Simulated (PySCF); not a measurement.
PySCF input (HF/def2-TZVPD):

```python
from pyscf import gto, scf, dft

mol = gto.M(
    atom='''
    N    -1.15644893    0.10559007    0.10949204
    C     0.14327585    0.27480002   -0.02643780
    O     1.03921952   -0.59683604   -0.07594837
    H    -1.57929984    1.03526068    0.10968394
    H     0.50103112    1.35149704   -0.10991451
    ''',
    basis='def2-tzvpd',
    charge=-1,
    spin=0,
    verbose=4,
)

mf = scf.RHF(mol).density_fit(auxbasis='def2-universal-jkfit')
mf.conv_tol = 1e-9
mf.max_cycle = 100
mf.max_memory = 1500
mf.kernel()
if not mf.converged:
    mf = mf.newton()
    mf.kernel(mf.make_rdm1())
mf.analyze()
```

End of the output:

```
Extra cycle  E= -168.403712134272  delta_E= -2.68e-11  |g|= 4.33e-06  |ddm|= 1.81e-05
converged SCF energy = -168.403712134272
**** SCF Summaries ****
Total Energy =                        -168.403712134272354
Nuclear Repulsion Energy =              63.574585604839079
One-electron Energy =                 -362.171317210599966
Two-electron Energy =                  130.193019471488526
Two-electron Coulomb Energy =          151.119009506057353
DFT Exchange-Correlation Energy =      -20.925990034568827
HOMO-LUMO gap [eV] =                     9.383088651601813
**** MO energy ****
MO #1   energy= -20.2757945314205  occ= 2
MO #2   energy= -15.2946383050701  occ= 2
MO #3   energy= -11.0993349905358  occ= 2
MO #4   energy= -1.11391310790079  occ= 2
MO #5   energy= -0.921097246041185 occ= 2
MO #6   energy= -0.533895485621187 occ= 2
MO #7   energy= -0.455788317245684 occ= 2
MO #8   energy= -0.363121024778131 occ= 2
MO #9   energy= -0.311141073319472 occ= 2
MO #10  energy= -0.222519513319043 occ= 2
MO #11  energy= -0.167860570928426 occ= 2
MO #12  energy= -0.133551435881046 occ= 2
MO #13  energy= 0.211270714843117  occ= 0
MO #14  energy= 0.25329138176911   occ= 0
MO #15  energy= 0.264426094682716  occ= 0
MO #16  energy= 0.275598012957633  occ= 0
MO #17  energy= 0.301615818884898  occ= 0
MO #18  energy= 0.327624529338888  occ= 0
MO #19  energy= 0.380665405017616  occ= 0
MO #20  energy= 0.385420507023109  occ= 0
MO #21  energy= 0.395011193369231  occ= 0
MO #22  energy= 0.415172778882405  occ= 0
MO #23  energy= 0.430693426896753  occ= 0
MO #24  energy= 0.482219604113441  occ= 0
MO #25  energy= 0.499711614092951  occ= 0
MO #26  energy= 0.517151778127612  occ= 0
MO #27  energy= 0.524650023994054  occ= 0
MO #28  energy= 0.561561496763934  occ= 0
MO #29  energy= 0.566703049632881  occ= 0
MO #30  energy= 0.598967679843036  occ= 0
MO #31  energy= 0.606410361293778  occ= 0
MO #32  energy= 0.633651098525822  occ= 0
MO #33  energy= 0.649021792753583  occ= 0
MO #34  energy= 0.653818386556873  occ= 0
MO #35  energy= 0.69855726699026   occ= 0
MO #36  energy= 0.72175028458099   occ= 0
MO #37  energy= 0.737791115011669  occ= 0
MO #38  energy= 0.757427494948652  occ= 0
MO #39  energy= 0.767100111711719  occ= 0
MO #40  energy= 0.828267643521531  occ= 0
MO #41  energy= 0.828797249773462  occ= 0
MO #42  energy= 0.858057246651936  occ= 0
MO #43  energy= 0.860834977967053  occ= 0
MO #44  energy= 0.87713659903552   occ= 0
MO #45  energy= 0.890260664088074  occ= 0
MO #46  energy= 0.933911549135296  occ= 0
MO #47  energy= 1.00942103943358   occ= 0
MO #48  energy= 1.02714673157968   occ= 0
MO #49  energy= 1.07063741782338   occ= 0
MO #50  energy= 1.08548001764583   occ= 0
MO #51  energy= 1.12732439891787   occ= 0
MO #52  energy= 1.14099175200522   occ= 0
MO #53  energy= 1.18167826017454   occ= 0
MO #54  energy= 1.24100691546796   occ= 0
MO #55  energy= 1.24799846135256   occ= 0
MO #56  energy= 1.28086323396406   occ= 0
MO #57  energy= 1.29934838769035   occ= 0
MO #58  energy= 1.38778489504505   occ= 0
MO #59  energy= 1.4741925656342    occ= 0
MO #60  energy= 1.48312091997412   occ= 0
MO #61  energy= 1.5130881604395    occ= 0
MO #62  energy= 1.69582169679512   occ= 0
MO #63  energy= 1.76669048261742   occ= 0
MO #64  energy= 1.79947384779108   occ= 0
MO #65  energy= 1.97787912551766   occ= 0
MO #66  energy= 2.02179526792521   occ= 0
MO #67  energy= 2.05224912879519   occ= 0
MO #68  energy= 2.12505261810081   occ= 0
MO #69  energy= 2.12642033119938   occ= 0
MO #70  energy= 2.22778498821875   occ= 0
MO #71  energy= 2.2627364604521    occ= 0
MO #72  energy= 2.35464993849251   occ= 0
MO #73  energy= 2.39102489318638   occ= 0
MO #74  energy= 2.4323140899936    occ= 0
MO #75  energy= 2.50165485328317   occ= 0
MO #76  energy= 2.51210864721814   occ= 0
MO #77  energy= 2.61319200641117   occ= 0
MO #78  energy= 2.67394861164946   occ= 0
MO #79  energy= 2.69216732755531   occ= 0
MO #80  energy= 2.8237816421525    occ= 0
MO #81  energy= 2.85446522059604   occ= 0
MO #82  energy= 2.95827065411138   occ= 0
MO #83  energy= 3.01488624858546   occ= 0
MO #84  energy= 3.01522175592481   occ= 0
MO #85  energy= 3.15749341066008   occ= 0
MO #86  energy= 3.26120208743894   occ= 0
MO #87  energy= 3.38495043893965   occ= 0
MO #88  energy= 3.47613065620344   occ= 0
MO #89  energy= 3.48932743958771   occ= 0
MO #90  energy= 3.6056941529638    occ= 0
MO #91  energy= 3.64186500525417   occ= 0
MO #92  energy= 3.66470116128715   occ= 0
MO #93  energy= 3.70420907374733   occ= 0
MO #94  energy= 3.79254547931805   occ= 0
MO #95  energy= 3.843972728892     occ= 0
MO #96  energy= 3.85334875874913   occ= 0
MO #97  energy= 3.93770779999651   occ= 0
MO #98  energy= 3.98105479442235   occ= 0
MO #99  energy= 4.05894522527673   occ= 0
MO #100 energy= 4.10175002197991   occ= 0
MO #101 energy= 4.31495833936328   occ= 0
MO #102 energy= 4.33953471419551   occ= 0
MO #103 energy= 4.45967216073989   occ= 0
MO #104 energy= 4.74092776424902   occ= 0
MO #105 energy= 4.86485937297817   occ= 0
MO #106 energy= 5.02029023528547   occ= 0
MO #107 energy= 5.19275409049316   occ= 0
[...]
```

It need not be the lowest isomer of its formula. Whether it binds its extra electron was not tested at this geometry.
